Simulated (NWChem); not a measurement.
All runs are NWChem calculations. System: HP, charge 0, spin multiplicity 3, at a geometry optimised with UPBE/def2-SVP. The structure started from a generated list of species. Its SCF solution wasn't tested for a lower state. Level: ROCCSD(T)/def2-QZVP, 5 core orbitals frozen.

Part of the output:

```
             Northwest Computational Chemistry Package (NWChem) 7.3.0
             --------------------------------------------------------

                                NWChem Input Module
                                -------------------

 Scaling coordinates for geometry "geometry" by  1.889725989
 (inverse scale =  0.529177249)

 Turning off AUTOSYM since
 SYMMETRY directive was detected!

                             Geometry "geometry" -> ""
                             -------------------------

 Output coordinates in angstroms (scale by  1.889725989 to convert to a.u.)

  No.       Tag          Charge          X              Y              Z
 ---- ---------------- ---------- -------------- -------------- --------------
    1 P                   15.0000     0.00000000     0.00000000     0.09069300
    2 H                    1.0000     0.00000000     0.00000000    -1.36039000

 Effective nuclear repulsion energy (a.u.)       5.4701617585

            Nuclear Dipole moment (a.u.)
            ----------------------------
        X                 Y               Z
 ---------------- ---------------- ----------------
     0.0000000000     0.0000000000     0.0000094486

      Symmetry information
      --------------------

 Group name             C2v
 Group number             16
 Group order               4
 No. of unique centers     2

      Symmetry unique atoms

     1    2


 Summary of "ao basis" -> "" (spherical)
 ------------------------------------------------------------------------------
       Tag                 Description            Shells   Functions and Types
 ---------------- ------------------------------  ------  ---------------------
 *                         def2-qzvp                  on all atoms

 Summary of "ao basis" -> "ao basis" (spherical)
 ------------------------------------------------------------------------------
       Tag                 Description            Shells   Functions and Types
 ---------------- ------------------------------  ------  ---------------------
 P                         def2-qzvp                22       70   9s6p4d2f1g
 H                         def2-qzvp                10       30   4s3p2d1f

                                 NWChem SCF Module
                                 -----------------

  ao basis        = "ao basis"
  functions       =   100
  atoms           =     2
  closed shells   =     7
  open shells     =     2
  charge          =   0.00
[...]
     2   0 2 0    -10.771113     -5.209279      0.000000
     2   0 1 1      0.000000     -0.000000      0.000000
     2   0 0 2    -10.493107     -2.652117      7.049421

                   NWChem Extensible Many-Electron Theory Module
                   ---------------------------------------------


            General Information
            -------------------
      Number of processors :     1
         Wavefunction type : Restricted open-shell Hartree-Fock
          No. of electrons :    16
           Alpha electrons :     9
            Beta electrons :     7
           No. of orbitals :   200
            Alpha orbitals :   100
             Beta orbitals :   100
        Alpha frozen cores :     5
         Beta frozen cores :     5
     Alpha frozen virtuals :     0
      Beta frozen virtuals :     0
         Spin multiplicity : triplet
    Number of AO functions :   100
       Number of AO shells :    32
        Use of symmetry is : on
      Symmetry adaption is : on
         Schwarz screening : 0.10D-09

          Correlation Information
          -----------------------
          Calculation type : Coupled-cluster singles & doubles w/ perturbation
   Perturbative correction : (T)
            Max iterations :      100
        Residual threshold : 0.10D-05
     T(0) DIIS level shift : 0.00D+00
     L(0) DIIS level shift : 0.00D+00
     T(1) DIIS level shift : 0.00D+00
     L(1) DIIS level shift : 0.00D+00
     T(R) DIIS level shift : 0.00D+00
     T(I) DIIS level shift : 0.00D+00
   CC-T/L Amplitude update :  5-th order DIIS
                I/O scheme : Global Array Library
        L-threshold :  0.10D-05
        EOM-threshold :  0.10D-05
 no EOMCCSD initial starts read in
 TCE RESTART OPTIONS
 SLICE:      F
 D4D5:       F
 quantumc:   F
 qrotation:  F
 pwtce:      F
 qducc:      F
 nacto:                         0
 nrotv:                         0
 nrot:                          0

            Memory Information
            ------------------
          Available GA space size is     249016800 doubles
          Available MA space size is     104851284 doubles

 Maximum block size supplied by input
 Maximum block size        24 doubles

 tile_dim =     21

 -------------------------------------------------

 Global array virtual files algorithm will be used

 Parallel file system coherency ......... OK

 4-electron integrals stored in orbital form

 v2    file size   =          5042978
 4-index algorithm nr.  13 is used
 imaxsize =       30
 imaxsize ichop =        0


CCSD iterations
 ---------------------------------------------------------
 Iter          Residuum       Correlation     Cpu    Wall
 ---------------------------------------------------------
    1   0.0987105053270  -0.1328747757473     0.3     0.3
    2   0.0260800611205  -0.1401208752985     0.2     0.2
    3   0.0094634518697  -0.1431242248025     0.2     0.2
    4   0.0037863831247  -0.1438140554774     0.3     0.3
    5   0.0016947632353  -0.1440982097183     0.2     0.2
    6   0.0004306575853  -0.1442566529689     0.2     0.2
    7   0.0001678177503  -0.1442755106202     0.2     0.2
    8   0.0000789751552  -0.1442734725543     0.2     0.2
    9   0.0000418595582  -0.1442739608002     0.2     0.2
   10   0.0000227646345  -0.1442740124334     0.2     0.2
   11   0.0000056389888  -0.1442744409930     0.2     0.2
   12   0.0000024751953  -0.1442743736283     0.2     0.2
   13   0.0000014432516  -0.1442744174993     0.2     0.2
   14   0.0000008847606  -0.1442744102017     0.3     0.3
 -----------------------------------------------------------------
 Iterations converged
 CCSD correlation energy / hartree =        -0.144274410201736
 CCSD total energy / hartree       =      -341.438382282162195

 Singles contributions

 Doubles contributions
 CCSD(T)
 Using plain CCSD(T) code
             total no. of tasks          376
 total no. of tasks / no. procs          376
                         wl_min           84           2.1
                         wl_max        67032           6.4
        thresh for no. of tasks          376

 CCSD[T]  correction energy / hartree =        -0.005975246719710
 CCSD[T] correlation energy / hartree =        -0.150249656921446
 CCSD[T] total energy / hartree       =      -341.444357528881881
 CCSD(T)  correction energy / hartree =        -0.005988652124094
 CCSD(T) correlation energy / hartree =        -0.150263062325830
 CCSD(T) total energy / hartree       =      -341.444370934286269

 Task  times  cpu:       23.6s     wall:       23.6s

 Total times  cpu:       23.7s     wall:       23.7s
```

Question: Write an NWChem input that would produce this output.

Answer: Several could match; the one computed here: 
```
start mol
memory heap 100 mb stack 700 mb global 1900 mb
geometry units angstroms nocenter noautoz
  P      0.000000     0.000000     0.090693
  H      0.000000     0.000000    -1.360390
  symmetry group C2v
end
basis spherical
  * library def2-qzvp
end
scf
  rohf
  nopen 2
  maxiter 100
  thresh 1e-7
  semidirect memsize 60000000 filesize 0
  # guess.movecs holds the orbitals of an unrestricted PBE0 run
  vectors input guess.movecs output mol.movecs
end
tce
  freeze core 5
  ccsd(t)
  2eorb
  2emet 13
  thresh 1e-6
  maxiter 100
  tilesize 24
end
task tce energy
```
